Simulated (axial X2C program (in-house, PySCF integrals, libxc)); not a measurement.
## Outer orbitals of BaO⁺ at 2.056 Å, TPSS

All values were computed with an axial X2C code built on PySCF integrals. Spin-free means the one-electron spin-free X2C Hamiltonian; two-component (2c) means X2C with spin–orbit coupling and atomic mean-field two-electron Coulomb and Gaunt terms, so the difference of the two also holds small scalar two-electron terms. Basis: Ba dyall-cv3z [14s14p9d5f1g], O dyall-av3z [7s6p3d2f] (cores contracted in-house); Gaussian nuclei, density fitting, unrestricted open shells. Masses: Ba 137.905 u, O 15.995 u.

The distance is close to the 2c PBE0 minimum; the highest filled and lowest empty levels are listed.

Spin-free orbitals, state M_S = 1/2, Λ = 0 (beyond evenly filled blocks: σα) (Löwdin shares):

```tsv
symmetry	occupied	ε (eV)	atomic character
σα	yes	-28.79	66% O s, 21% Ba p, 5% Ba d
σβ	yes	-27.39	59% O s, 29% Ba p, 5% Ba d
π-α	yes	-23.47	96% Ba p
π+α	yes	-23.47	96% Ba p
π-β	yes	-23.40	96% Ba p
π+β	yes	-23.40	96% Ba p
σα	yes	-22.41	64% Ba p, 17% O s, 11% O p
σβ	yes	-21.77	60% Ba p, 23% O s, 7% O p
σα	yes	-13.22	76% O p, 12% Ba d, 7% Ba p
π-α	yes	-12.03	85% O p, 10% Ba d, 4% Ba f
π+α	yes	-12.03	85% O p, 10% Ba d, 4% Ba f
π+β	yes	-11.53	84% O p, 12% Ba d, 4% Ba f
π-β	yes	-11.53	84% O p, 12% Ba d, 4% Ba f
σβ	no	-9.96	70% O p, 19% Ba d, 5% Ba p
σα	no	-6.47	74% Ba s, 9% Ba d, 6% Ba p
σβ	no	-6.43	74% Ba s, 8% Ba d, 6% Ba p
δ-α	no	-6.06	99% Ba d
δ+α	no	-6.06	99% Ba d
```

Spinors with spin–orbit coupling (state Ω = 1/2):

```tsv
ω	occupied	ε (eV)	atomic character	λ mixture
1/2	yes	-28.82	65% O s, 22% Ba p, 5% Ba d	99% σ, 1% π
-1/2	yes	-27.46	57% O s, 32% Ba p, 4% Ba d	98% σ, 2% π
1/2	yes	-24.39	90% Ba p, 5% O s, 2% O p	84% π, 16% σ
-1/2	yes	-24.34	89% Ba p, 6% O s	89% π, 11% σ
3/2	yes	-22.83	96% Ba p	100% π
-3/2	yes	-22.76	96% Ba p	100% π
1/2	yes	-22.08	69% Ba p, 13% O s, 11% O p	85% σ, 15% π
-1/2	yes	-21.53	64% Ba p, 20% O s, 7% O p	91% σ, 9% π
1/2	yes	-13.22	75% O p, 12% Ba d, 8% Ba p	100% σ
-1/2	yes	-12.05	85% O p, 10% Ba d, 4% Ba f	100% π
3/2	yes	-12.01	85% O p, 10% Ba d, 4% Ba f	100% π
1/2	yes	-11.55	84% O p, 12% Ba d, 4% Ba f	100% π
-3/2	yes	-11.51	83% O p, 12% Ba d, 4% Ba f	100% π
-1/2	no	-9.97	70% O p, 19% Ba d, 5% Ba p	100% σ
1/2	no	-6.48	74% Ba s, 9% Ba d, 6% Ba p	100% σ
-1/2	no	-6.43	74% Ba s, 8% Ba d, 6% Ba p	100% σ
-3/2	no	-6.13	99% Ba d	100% δ
```

Mulliken charges and populations of the two-component result (they depend on the basis, above all on diffuse functions):

Ba 1.68 e (s 9.95 p 23.88 d 20.43 f 0.05), O -0.68 e (s 4.05 p 4.60 d 0.03). ⟨Lz⟩ = 0.00 ħ and ⟨Sz⟩ = 0.50 ħ (0.06 and 0.44 on the two atoms), which add up to Ω.

Occupations by symmetry block were frozen at the best pattern of an incomplete PBE0 search. Density functionals use the spin component along the axis (collinear). Other states lie close and PBE0, whose exact exchange favours high spin, may order them wrongly; the determinant shown need not be the ground state. The nearest other spin-free determinant of the search, M_S = 1/2, Λ = 1, lies 0.48 eV up at the distance of the search.
